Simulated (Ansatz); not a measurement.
Ansatz (a quantum-chemistry and plane-wave program) input (r2SCAN/def2-TZVP):

Ansatz 0.2 input:
```yaml
crystal:
  periodic: [false, false, false]
  atoms:
    - {symbol: Pb, position_ang: [-0.00000000, 0.00000000, -0.00000000]}
    - {symbol: H, position_ang: [1.02232937, 1.02969445, 0.99620867]}
    - {symbol: H, position_ang: [1.00998283, -1.02860803, -1.00983163]}
    - {symbol: H, position_ang: [-1.02359071, 1.00249564, -1.02231319]}
    - {symbol: H, position_ang: [-1.00872149, -1.00358207, 1.03593616]}
basis:
  gaussian:
    orbitals: def2-TZVP
hamiltonian:
  xc: {name: r2SCAN}
relax: {f_tol: 0.003, max_steps: 100}
```

End of the output:

```
reference -5313.91061129 eV, -195.2826130670 hartree; 13, 13 occupied and 61, 61 virtual orbitals, 558 factors
relax step   3: F+E_penalty+E_count = -5313.91059608 eV  Δ(F+E_penalty+E_count) = -6.356e-4 eV  max|allowed force component| = 4.840e-4 eV/Å  Δτ_max = 0.0050 Å  (27 SCF iters, accepted)
integrals: 0.02 GiB planned
558 factors; their error is unknown
mean field: 0.16 GiB planned
mean field -5313.91059608 eV, -195.2826125080 hartree, gradient 2.6e-5 eV, S^2 0.000000; 1 other end points of the search recorded, 0 dependent functions left out
the calculation of the forces begins
reference -5313.91061129 eV, -195.2826130669 hartree; 13, 13 occupied and 61, 61 virtual orbitals, 558 factors
Total energy: -5313.91061129 eV, -195.2826130669 hartree
Atom 0 at     0.000000     0.000000    -0.000000 Å, force    -0.000000    -0.000000     0.000000 eV/Å
Atom 1 at     1.018376     1.025712     0.992356 Å, force     0.000478     0.000481     0.000466 eV/Å
Atom 2 at     1.006077    -1.024630    -1.005926 Å, force     0.000472    -0.000481    -0.000472 eV/Å
Atom 3 at    -1.019632     0.998619    -1.018360 Å, force    -0.000478     0.000468    -0.000478 eV/Å
Atom 4 at    -1.004821    -0.999701     1.031930 Å, force    -0.000471    -0.000469     0.000484 eV/Å
Dipole moment:     0.000000     0.000000    -0.000000 e Å
```
